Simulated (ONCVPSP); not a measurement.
# F ONCV: all-electron and pseudo phase curves

* Element: F
* Generator: ONCVPSP 4.0.1
* Type: optimised norm-conserving Vanderbilt (ONCV)
* Functional: PBE
* Relativity: scalar-relativistic
* Frozen core: [He]
* Valence charge: 7
* Reference configuration: 2s2 2p5
* Partial waves: 2s: rc 0.50 bohr, ncon 3, nbas 6, qcut 13.6 1/bohr, 2 projectors, debl 3.5 Ha; 2p: rc 1.80 bohr, ncon 4, nbas 8, qcut 8.9 1/bohr, 2 projectors, debl 2.1 Ha; d scattering state at 0.04 Ha: rc 1.55 bohr, ncon 3, nbas 7, qcut 6.4 1/bohr, 3 projectors, debl 1.9 Ha
* Local potential: polynomial inside 0.35 bohr (lpopt 5, dvloc0 0 Ha)
* Core correction: Teter function, fcfact 3.75, rcfact 1.05

The phase is arctan(r·R′/R) of the radial function R(r), unwrapped; energies in Ha, scanned from -3 to 5 Ha. A pole is an energy at which the radial function vanishes at the test radius. The pseudo phase is shifted by a multiple of π to meet the all-electron one at the reference energy, and phase errors are pseudo minus all-electron; the curves can meet again beyond the range given. Levels narrower than the energy grid can be missing from the lists of poles.

| channel | radius (bohr) | reference energy (Ha) | poles, all-electron | poles, pseudo | unbroken range about the reference energy with phases within 0.05 rad | phase error 1 Ha above the reference energy (rad) |
| --- | --- | --- | --- | --- | --- | --- |
| s | 0.51 | -1.10 | none | none | the whole range | -0.000 |
| p | 1.82 | -0.41 | -0.12, 4.47 | -0.12, 3.57 | below 3.3 | -0.004 |
| d | 1.57 | 0.04 | 4.42 | 4.42 | the whole range | -0.000 |

Note: ghosts flagged at negative energy: s at -587.3 eV; no localised positive-energy state flagged. A true bound ghost makes a file unfit for plane-wave use.

Phases in the s channel:

| E (Ha) | all-electron | pseudo |
| --- | --- | --- |
| -2.98 | 0.367 | 0.367 |
| -2.76 | 0.340 | 0.340 |
| -2.54 | 0.312 | 0.312 |
| -2.32 | 0.284 | 0.284 |
| -2.10 | 0.255 | 0.255 |
| -1.88 | 0.226 | 0.225 |
| -1.66 | 0.195 | 0.195 |
| -1.44 | 0.165 | 0.164 |
| -1.22 | 0.133 | 0.133 |
| -1.00 | 0.102 | 0.101 |
| -0.78 | 0.070 | 0.069 |
| -0.56 | 0.037 | 0.037 |
| -0.34 | 0.004 | 0.004 |
| -0.12 | -0.029 | -0.029 |
| 0.10 | -0.062 | -0.062 |
| 0.32 | -0.096 | -0.096 |
| 0.54 | -0.129 | -0.129 |
| 0.76 | -0.162 | -0.163 |
| 0.98 | -0.196 | -0.196 |
| 1.20 | -0.229 | -0.229 |
| 1.42 | -0.262 | -0.262 |
| 1.64 | -0.294 | -0.294 |
| 1.86 | -0.326 | -0.327 |
| 2.08 | -0.358 | -0.358 |
| 2.30 | -0.389 | -0.390 |
| 2.52 | -0.420 | -0.420 |
| 2.74 | -0.450 | -0.451 |
| 2.96 | -0.480 | -0.480 |
| 3.18 | -0.509 | -0.509 |
| 3.40 | -0.537 | -0.538 |
| 3.62 | -0.565 | -0.565 |
| 3.84 | -0.592 | -0.592 |
| 4.06 | -0.619 | -0.619 |
| 4.28 | -0.644 | -0.644 |
| 4.50 | -0.669 | -0.669 |
| 4.72 | -0.693 | -0.693 |
| 4.94 | -0.717 | -0.717 |
